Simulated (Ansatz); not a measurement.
The cluster ZrAg4⁺, 5 atoms. Hardware: 4 threads of Arm Neoverse V1 on a shared host.

In the def2 sets Ag, Zr take a core potential; there is no spin–orbit coupling. Correlated methods freeze no core orbitals; core or outer-core shells of Zr, Ag are correlated, in sets that lack core-valence functions.

Question: How many basis functions does each of these Ansatz runs have, and roughly what does it cost? MP2/def2-TZVP, charge 1 doublet, energy, from earlier orbitals; PBE-D4/def2-SVP, charge 1 doublet, energy, from earlier orbitals; PBE0-D4/def2-SVP, charge 1 doublet, energy with a search over starts; RPA@PBE/def2-TZVP, charge 1 doublet, energy, from earlier orbitals; LC-ωPBE/def2-TZVP, charge 1 doublet, energy, from earlier orbitals; revPBE-D4/def2-TZVP, charge 1 doublet, energy, from earlier orbitals; r2SCAN-D4/def2-SVP, charge 1 doublet, relaxation, 8 steps; HSE06-D4/def2-TZVP, charge 1 doublet, energy, from earlier orbitals; PBE0-D4/def2-SVP, charge 1 doublet, energy, from earlier orbitals; HF/STO-3G, charge 1 doublet, energy; PBE-D4/def2-TZVP, charge 1 doublet, energy and forces, from earlier orbitals; PBE0-D4/def2-TZVP, charge 1 doublet, energy, from earlier orbitals.

Answer: Other jobs shared the machine, so times can vary by a factor of up to 3. A dash marks memory too small to be measured apart from the calling script's.

| run | functions | fitting or Cholesky vectors | wall time | peak host memory (GiB) |
| --- | --- | --- | --- | --- |
| PBE-D4/def2-SVP, charge 1 doublet, energy, from earlier orbitals | 155 | 1406 | 19 s | – |
| PBE0-D4/def2-SVP, charge 1 doublet, energy, from earlier orbitals | 155 | 1642 | 19 s | 0.82 |
| revPBE-D4/def2-TZVP, charge 1 doublet, energy, from earlier orbitals | 200 | 1733 | 22 s | 0.72 |
| PBE-D4/def2-TZVP, charge 1 doublet, energy and forces, from earlier orbitals | 200 | 1733 | 23 s | 0.72 |
| RPA@PBE/def2-TZVP, charge 1 doublet, energy, from earlier orbitals | 200 | 1926 | 25 s | 0.91 |
| HSE06-D4/def2-TZVP, charge 1 doublet, energy, from earlier orbitals | 200 | 1943 | 38 s | 1.6 |
| PBE0-D4/def2-TZVP, charge 1 doublet, energy, from earlier orbitals | 200 | 1943 | 39 s | 1.6 |
| LC-ωPBE/def2-TZVP, charge 1 doublet, energy, from earlier orbitals | 200 | 1733 | 39 s | 1.1 |
| MP2/def2-TZVP, charge 1 doublet, energy, from earlier orbitals | 200 | 1926 | 41 s | 1.1 |
| PBE0-D4/def2-SVP, charge 1 doublet, energy with a search over starts | 155 | 1642 | 45 s | 0.82 |
| HF/STO-3G, charge 1 doublet, energy | 135 | 1661 | 2.2 min | 2.4 |
| r2SCAN-D4/def2-SVP, charge 1 doublet, relaxation, 8 steps | 155 | 1406 | 4.6 min | 0.63 |
